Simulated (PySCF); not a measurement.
Si(Cl)2(GeH3)(OH) (Cl2GeH4OSi), SMILES O[Si](Cl)(Cl)[GeH3]. Geometry optimised at PBE-D3(BJ)/def2-SVP. This is a generated structure with no PubChem entry under its InChIKey; it may be hypothetical. The values are those of a single conformer.

The numbers are results of PySCF with PBE-D3(BJ)/def2-SVP, not measurements.

Harmonic wavenumbers (cm⁻¹): 83, 96, 105, 178, 186, 194, 290, 351, 454, 462, 534, 574, 759, 790, 847, 847, 904, 2086, 2104, 2106, 3734. Rotational constants (GHz): 1.706, 0.9861, 0.8158; symmetry number 1.

Question: Work out the zero-point energy and the ideal-gas rigid-rotor harmonic-oscillator thermochemistry at 298.15 K and 1 atm.

Answer: ZPE = ½ Σ hcν = ½ × 17685 cm⁻¹ = 25.28 kcal/mol. H − E(el) = 31.43 kcal/mol. Entropy in cal/(mol K): translation 41.66, rotation 29.84, vibration 23.70, total 95.20. G − E(el) = 3.05 kcal/mol. Cp = 30.66 cal/(mol K). Modes under 150 cm⁻¹ make the vibrational entropy uncertain.
